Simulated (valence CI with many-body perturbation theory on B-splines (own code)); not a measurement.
## V+: what the settings do

Computed by valence CI with perturbative core correlation (CI+MBPT): four valence electrons over a frozen Dirac-Fock core [Ar], radial functions for each j: 6 s, 6 p, 5 d, 5 f, 1 g, with the one-electron correlation potential Σ1, the two-electron term Σ2, the three-electron term Σ3, Breit, model QED; selected CI, second order for the rest, scaled by the run's own slope (own B-spline code, finite nucleus).

Against 12 measured levels this calculation errs by 1968 cm⁻¹ on average and by 2972 at most. These come from a selection out of the NIST Handbook of Basic Atomic Spectroscopic Data. Levels without a partner in it may be off by more, other configurations by 1,000 to 4,000 cm⁻¹. Among the levels kept, up to 290 cm⁻¹ of a level comes from second order outside the variational space, and about a tenth of that is noise between levels of different J, which matters for small intervals. The lowest computed level is not the ground level that NIST lists (5D0). Only levels of the ground parity were solved; by the run's estimate the other parity begins above the list, which can be wrong where configurations are misplaced.

The reference run has the lowest level 3d³4s ⁵F_1 and an ionisation energy of 14.1621 eV. Its largest variational space holds 10136 state functions.

Changed runs:
A. cutoff of virtual states (hartree) 1058 → 30
B. size limit of the variational space 10000 → 1500; second order for the rest on → off
C. core polarisation of operators on → off
D. scale of Σ1 1 → 0 (bad on purpose)

Excitation energies of the reference run in cm⁻¹, and shifts in cm⁻¹:

| Level | Reference | A | C | D |
| --- | --- | --- | --- | --- |
| 3d³4s ⁵F_2 | 79.4 | -1.9 | 0 | -15 |
| 3d³4s ⁵F_3 | 195 | -3.5 | 0 | -37 |
| 3d⁴ ⁵D_0 | 349 | +288 | 0 | +5066 |
| 3d³4s ⁵F_4 | 349 | -6.1 | 0 | -65 |
| 3d⁴ ⁵D_1 | 383 | +287 | 0 | +5058 |
| 3d⁴ ⁵D_2 | 450 | +285 | 0 | +5041 |
| 3d³4s ⁵F_5 | 540 | -10 | 0 | -104 |
| 3d⁴ ⁵D_3 | 548 | +283 | 0 | +5019 |
| 3d⁴ ⁵D_4 | 670 | +281 | 0 | +4996 |
| 3d³4s ³F_2 | 6071 | +21 | 0 | +53 |
| 3d³4s ³F_3 | 6267 | +18 | 0 | +18 |
| 3d³4s ³F_4 | 6521 | +14 | 0 | -26 |
| Ionisation energy (eV) | 14.1621 | +0.0030 | 0 | -0.2784 |

No effect on these energies: C.

Run B ends with another lowest level, 3d⁴ ⁵D_0, and an ionisation energy of 14.0988 eV.
